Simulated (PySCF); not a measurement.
AlFH2O2. Atoms are numbered in the order given.

```xyz
6

Al    -0.0147    -0.0060     0.0000
F     -1.6303     0.3851     0.0000
O      0.3955    -1.6495     0.0000
H      1.3061    -1.9653     0.0000
O      1.1763     1.2033     0.0000
H      0.9836     2.1479     0.0000
```
Charge 0, spin multiplicity 1.

The structure is a stationary point at TPSSh-D3(BJ)/def2-SVP. Other conformers were not sampled.

Calculation: C-PCM-B3LYP/def2-SVP (PySCF).

The values are the electrostatic part of the solvation free energy, E(continuum) − E(gas) at the gas-phase geometry, in a cavity of scaled van der Waals radii (PySCF's table); cavitation and dispersion terms are not included. A continuum can't describe solvent molecules that bind to the metal. In vacuum the orbital gap is 7.74 eV. The dipole moment in vacuum is 2.06 D.

```json
[
 {"solvent": "water", "ε": "78.36", "ΔG(elec) (kcal/mol)": "-10.3", "dipole (D)": "2.36", "gap (eV)": "7.86"},
 {"solvent": "acetonitrile", "ε": "35.69", "ΔG(elec) (kcal/mol)": "-10.1", "dipole (D)": "2.35", "gap (eV)": "7.86"},
 {"solvent": "ethylethanoate", "ε": "5.99", "ΔG(elec) (kcal/mol)": "-8.6", "dipole (D)": "2.31", "gap (eV)": "7.85"}
]
```
